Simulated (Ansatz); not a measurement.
A nudged elastic band was laid between two geometries of AsH3 + CH5Al (11 atoms, charge 0, multiplicity 1).

Method: RKS PBE-D4/def2-SVP in Ansatz 0.2.0.

```yaml
movable_images: 5
climbing_image: yes
spring: 5.0 eV/Å²
optimiser: quadratic models (default)
start_path: through a guess of the saddle point
force_threshold: 0.2 eV/Å
iteration_limit: 60
end_points: relaxed
```

Initial state:

```xyz
11
Properties=species:S:1:pos:R:3
Al -0.684 -0.687 -0.323
C 0.977 -1.472 0.411
H -0.932 -0.662 -1.911
H -1.918 -0.382 0.658
H 0.562 1.123 -0.347
As -0.009 2.573 -0.320
H 1.859 -1.347 -0.249
H 1.232 -1.078 1.417
H 0.819 -2.568 0.531
H -0.573 2.373 1.097
H -1.334 2.127 -0.964
```

Final state:

```xyz
11
Properties=species:S:1:pos:R:3
Al -1.076 0.048 -0.281
C 1.362 -1.311 0.361
H -1.002 -0.690 -1.700
H -1.790 -0.651 0.972
H 1.210 -0.213 0.245
As -0.337 2.391 -0.098
H 1.986 -1.661 -0.480
H 1.872 -1.470 1.328
H 0.412 -1.881 0.369
H -1.601 2.729 0.718
H -1.036 2.710 -1.435
```

Question: Which bonds break or form, and what moves?

Answer: Bonds broken: Al1–C2, H5–As6. Bonds formed: Al1–As6, C2–H5. AsH3 + CH5Al becomes AlAsH4 + CH4.

Question: What energy profile does the band end with?

Answer: The run converged. The highest image is number 2 of 0 to 6, 0.75 eV above the first end and 1.37 eV above the last; the last end lies 0.62 eV below the first. The threshold of 0.2 eV/Å is loose, so the images may lie well off the minimum-energy path. The order of the point at the top wasn't checked. The orbitals stay closed-shell, which can raise the energy where a bond breaks towards radicals; this wasn't checked here.

| image | path coordinate (Å) | energy (eV) | Al1–C2 (Å) | H5–As6 (Å) | Al1–As6 (Å) |
| --- | --- | --- | --- | --- | --- |
| 0 | 0.00 | 0.00 | 1.98 | 1.56 | 3.33 |
| 1 | 0.87 | 0.08 | 1.99 | 1.57 | 3.17 |
| 2 | 1.73 | 0.75 | 2.13 | 1.91 | 2.75 |
| 3 | 2.55 | -0.32 | 2.53 | 2.45 | 2.49 |
| 4 | 3.37 | -0.58 | 2.79 | 2.86 | 2.47 |
| 5 | 4.19 | -0.61 | 2.84 | 3.02 | 2.47 |
| 6 | 5.00 | -0.62 | 2.86 | 3.05 | 2.46 |

Question: What is the geometry of the highest image?

Answer: 
```xyz
11
Properties=species:S:1:pos:R:3:forces:R:3
Al -0.830 -0.407 -0.493 -0.07 -0.02 -0.07
C 0.985 -1.108 0.378 0.05 0.00 -0.05
H -0.784 -0.706 -2.064 -0.01 0.02 0.08
H -2.073 -0.561 0.497 0.06 0.00 -0.01
H 0.599 0.359 0.073 0.02 0.00 -0.01
As 0.108 2.166 -0.281 -0.04 -0.05 0.04
H 1.684 -1.421 -0.426 -0.06 0.05 0.07
H 1.569 -0.632 1.193 0.00 -0.07 0.00
H 0.521 -2.015 0.833 0.01 0.05 -0.02
H -0.452 2.193 1.157 -0.02 0.04 -0.04
H -1.327 2.132 -0.866 0.06 -0.04 0.01
```

The band took 7 iterations and of the order of 90 core-seconds.

Run time: 47 s on 2 threads of Intel(R) Xeon(R) Platinum 8488C (Sapphire Rapids), with other jobs on the host, peak memory 0.17 GiB.
